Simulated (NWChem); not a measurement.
System: CaCl2; SMILES [Cl][Ca][Cl]

Program: NWChem. Pople sets run with spherical d functions. All runs use the structure optimised with PBE0-D3(BJ)/def2-TZVP. Static field.

```
level              basis functions  isotropic polarisability (bohr³)  anisotropy (bohr³)
-----------------  ---------------  --------------------------------  ------------------
B3LYP/6-31G*                    58                              38.2                24.3
B3LYP/6-31+G*                   70                              42.1                25.7
B3LYP/def2-SVP                  60                              39.3                26.1
B3LYP/def2-SVPD                 81                        (withheld)                26.7
B3LYP/def2-TZVP                110                              49.1                28.7
B3LYP/Sadlej pVTZ              104                              55.5                15.8
B3LYP/def2-TZVPD               128                              58.0                26.7
```

### Question
What belongs in the gaps?

### Answer

- B3LYP/def2-SVPD, isotropic polarisability (bohr³): 57.0
